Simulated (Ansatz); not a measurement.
The Be1–H2 bond of C2H6Be (SMILES [BeH][CH2]C) is stretched (multiplicity 1, the rest rigid).
Geometry at rest (charge 0, multiplicity 1):
```xyz
9

Be    -1.44517    -0.33871     0.77012
H     -2.68932    -0.19576     1.22435
C      0.12566    -0.52297     0.19842
C      0.70150     0.65782    -0.61085
H      0.16970    -1.43496    -0.41255
H      0.78522    -0.73143     1.05193
H      0.72544     1.57703    -0.02084
H      0.10331     0.86593    -1.50107
H      1.72341     0.46492    -0.94768
```

Frozen-core correlation.

The values were computed with Ansatz (Gaussian orbitals). 

FIC-MRCISD+Q on CASSCF(2,2)/aug-cc-pVDZ, total energies (hartree):

```tsv
R (Å)	CASSCF	MRCISD	weight c² of the reference
1.332	-93.868106	-94.207323	0.88892
2.331	-93.793986	-94.124841	0.89043
4.263	-93.738274	-94.063624	0.89243
```

Problem. Add the Davidson correction (E_MRCISD − E_CASSCF)(1 − c²)/c² and give the energies above the first point at the three levels.

Solution. 
Corrections (hartree): -0.042389, -0.040711, -0.039215. Above the first point (kcal/mol):
- R = 2.331 Å: CASSCF 46.5, MRCISD 51.8, with the correction 52.8
- R = 4.263 Å: CASSCF 81.5, MRCISD 90.2, with the correction 92.2

Ansatz is a program for electronic structure.
